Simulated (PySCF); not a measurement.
# Frontier levels across methods

Species: C4H8BF.
Structure used (PBE0-D3(BJ)/def2-SVP), in Å, numbered top down from 1:
```
atom  x, y, z in Å
C1     1.4923   -1.2931   -0.7460
C2     0.6363   -0.3162   -0.3996
C3     1.0306    1.1335   -0.4309
B4    -0.8072   -0.7225    0.0613
C5    -1.8881    0.3023    0.5460
F6    -1.1196   -2.0226    0.0425
H7     1.1867   -2.3433   -0.7161
H8     2.5197   -1.0842   -1.0685
H9     0.9298    1.5974    0.5644
H10    0.3770    1.7114   -1.1059
H11    2.0693    1.2741   -0.7660
H12   -2.8490   -0.1676    0.7979
H13   -2.0606    1.0742   -0.2234
H14   -1.5200    0.8476    1.4324
```

Basis pcSseg-1 throughout (PySCF), one geometry. Isolated species at its PBE0-D3(BJ)/def2-SVP geometry (one conformer only).

Question: How do the orbital energies, the gap and the dipole change with the method?

Answer: 
```csv
method,kind,HOMO (eV),LUMO (eV),gap (eV),μ (D),SCF cycles
BLYP,GGA,-6.42,-1.97,4.44,1.42,15
B97-D,GGA,-6.52,-1.99,4.53,1.45,16
OPBE,GGA,-6.57,-2.02,4.54,1.42,15
PBE,GGA,-6.59,-2.13,4.46,1.44,14
KT3,GGA,-6.60,-2.07,4.53,1.41,15
KT2,GGA,-6.60,-2.13,4.48,1.45,16
BP86,GGA,-6.68,-2.22,4.47,1.45,14
LDA,LDA,-6.76,-2.37,4.39,1.54,14
B97-2,global hybrid,-7.45,-1.20,6.25,1.50,13
B3LYP,global hybrid,-7.47,-1.37,6.09,1.49,12
PBE0,global hybrid,-7.70,-1.17,6.53,1.51,12
mPW1PW91,global hybrid,-7.72,-1.19,6.54,1.52,12
BHandHLYP,global hybrid,-8.63,-0.07,8.56,1.56,12
CAM-B3LYP,range-separated hybrid,-9.00,-0.01,8.99,1.49,12
wB97X-D,range-separated hybrid,-9.55,0.67,10.22,1.51,12
HF,Hartree–Fock,-10.02,2.64,12.66,1.59,10
LC-wPBE,range-separated hybrid,-10.39,1.14,11.53,1.46,12
```

The HOMO spans 3.98 eV, from BLYP down to LC-wPBE, and the gap runs from 4.39 eV (LDA) to 12.66 eV (HF). Over the methods BLYP (0 %), B97-D (0 %), OPBE (0 %), PBE (0 %), KT3 (0 %), KT2 (0 %), BP86 (0 %), LDA (0 %), B97-2 (21 %), B3LYP (20 %), PBE0 (25 %), mPW1PW91 (25 %), BHandHLYP (50 %), HF (100 %), a straight line through the gap against the share of exact exchange rises by 0.82 eV for each 10 % (correlation coefficient 1.000). The dipole ranges from 1.41 D (KT3) to 1.59 D (HF). This basis has no diffuse functions.
